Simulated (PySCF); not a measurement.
Sb(H)(TeH)2 (H3SbTe2), SMILES [TeH][SbH][TeH].

The structure is a stationary point at PBE0-D3(BJ)/def2-SVP. The structure was generated by enumeration; whether it is a known compound was not checked. The def2 effective core potentials stand for the cores of Sb, Te; spin–orbit coupling is left out.

Two levels are set side by side: PBE/def2-TZVP (PySCF) and M06-2X/def2-TZVP (PySCF). Same geometry, gas phase. Differences are taken from unrounded values.

```csv
quantity,M06-2X
orbital gap (eV),6.10
highest occupied level (eV),-7.33
lowest empty level (eV),-1.23
dipole moment (D),1.15
mean polarisability (bohr³),129.9
```

Problem. What does PBE give, and how far is it from M06-2X? (The exact figures need the calculation; the answer reports its results.)

Solution. 
| quantity | PBE | PBE minus M06-2X |
|---|---|---|
| orbital gap (eV) | 2.69 | -3.41 |
| highest occupied level (eV) | -5.31 | 2.03 |
| lowest empty level (eV) | -2.62 | -1.38 |
| dipole moment (D) | 0.92 | -0.22 |
| mean polarisability (bohr³) | 132.8 | 2.9 |

PBE's occupied levels lie high since its potential decays too fast outside the molecule; exact exchange lowers them and widens the gap. Differences between two approximate levels are no errors against the true value.

Rough cost on one machine, each run with all the roots and properties that it gave: M06-2X against PBE about 3 times.
